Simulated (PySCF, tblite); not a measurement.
`CCCPCC#N`. Structure optimised with GFN2-xTB, isolated species.

```
atom  x, y, z in Å
C1    -2.4373    0.4828    0.7561
C2    -1.3660    0.8402   -0.2646
C3    -0.2293   -0.1781   -0.2833
P4     0.6291   -0.2904    1.3668
C5     2.2090   -1.1408    0.7891
C6     2.8583   -0.3869   -0.2378
N7     3.3413    0.2543   -1.0537
H8    -2.8561   -0.4979    0.5416
H9    -2.0088    0.4605    1.7577
H10   -3.2420    1.2136    0.7399
H11   -0.9603    1.8294   -0.0366
H12   -1.8112    0.8876   -1.2617
H13    0.5012    0.0854   -1.0540
H14   -0.6281   -1.1726   -0.5119
H15    1.1701    1.0057    1.3137
H16    1.9498   -2.1399    0.4260
H17    2.8733   -1.2411    1.6522
```

(1) Which two atoms are farthest apart?

(2) Work out the bond lengths C1–H9, C2–C3, C3–H13, P4–C5, P4–H15, C5–H17, C6≡N7 in bohr.

(3) Where is the centre of mass (commonest isotopes), and what is the radius of gyration?

(4) What is the repulsion energy of the bare nuclei, Σ ZA·ZB/RAB?

(5) Give the dihedral angles H13–C3–P4–H15, H11–C2–C3–H13, H11–C2–C3–P4, C3–P4–C5–C6.

(6) Write the matrix of distances between heavy atoms (Å, lower triangle).

Answers

(1) N7···H10, 6.89 Å; the next longest distance is 6.65 Å.

(2) For C1–H9 the difference vector is (0.4285, -0.0223, 1.0016) Å, of length 1.0896 Å. 1 bohr = 0.529177 Å. C1–H9 2.059; C2–C3 2.884; C3–H13 2.068; P4–C5 3.562; P4–H15 2.656; C5–H17 2.067; C6≡N7 2.163 bohr.

(3) Mass 115.055 u; centre at (0.640, -0.083, 0.350) Å; Rg = √(Σ m r²/M) = 2.182 Å. As Ia + Ib + Ic = 2 Σ m r², the three principal moments sum to 1095.8 u·Å².

(4) 347.64 Eh over 136 pairs, with full nuclear charges and distances in bohr; the largest single term is 25.56 Eh (C3 with P4).

(5) H13–C3–P4–H15 55° (synclinal); H11–C2–C3–H13 -61° (synclinal); H11–C2–C3–P4 61° (synclinal); C3–P4–C5–C6 56° (synclinal). Dihedral signs follow IUPAC: positive where, seen along the central bond, the front bond turns clockwise onto the rear one.

(6) 
```
C1    0.000
C2    1.522  0.000
C3    2.528  1.526  0.000
P4    3.221  2.814  1.863  0.000
C5    4.922  4.221  2.832  1.885  0.000
C6    5.458  4.399  3.095  2.748  1.430  0.000
N7    6.060  4.809  3.678  3.676  2.574  1.145  0.000
```

Its GFN2-xTB frequencies are all real (lowest 31 cm⁻¹). One conformer, not necessarily the lowest. 3 starts were optimised and ended at 0.00, 1.48 and 1.50 kcal/mol (GFN2-xTB); the lowest of these is shown.

The numbers are calculated, not measured.
